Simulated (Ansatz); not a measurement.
Process, species as SMILES: O=[SiH] (O-SiH) → O=[SiH-] (an electron is taken up)
B3LYP-D3(BJ)/def2-TZVP geometries, fixed; electronic energies without zero-point terms; positive where energy is released.

Basis-set convergence of the adiabatic electron affinity at PBE with Ansatz (a first-principles code). Cartesian d functions, on some or all atoms, in 6-31G*, 6-311G**; all else is spherical. The program fits the integrals of some runs and decomposes those of others, by size. Open shells are unrestricted. No added dispersion term, no relativity. Functions are those of the species that has most. Reference: the value in aug-pcseg-3, 1.858 eV, itself unsure by roughly 0.011 eV (its mean distance from aug-cc-pV(Q+d)Z, def2-QZVPPD).

```tsv
basis	functions	adiabatic electron affinity (eV)
STO-3G	15	[?]
3-21G	24	1.150
6-31G*	36	[?]
def2-SVP	37	1.364
6-311G**	51	1.461
def2-SVPD	55	1.820
aug-pcseg-1	59	[?]
6-311++G(2d,2p)	72	1.849
6-311++G(3df,3pd)	104	[?]
cc-pV(Q+d)Z	149	1.709
aug-cc-pV(Q+d)Z	215	1.853
cc-pV(5+d)Z	246	1.773
pcseg-4	267	1.830
```

### Question
Fill in the missing entries.

### Answer

- STO-3G, adiabatic electron affinity (eV): -4.083
- 6-31G*, adiabatic electron affinity (eV): 1.321
- aug-pcseg-1, adiabatic electron affinity (eV): 1.922
- 6-311++G(3df,3pd), adiabatic electron affinity (eV): 1.846
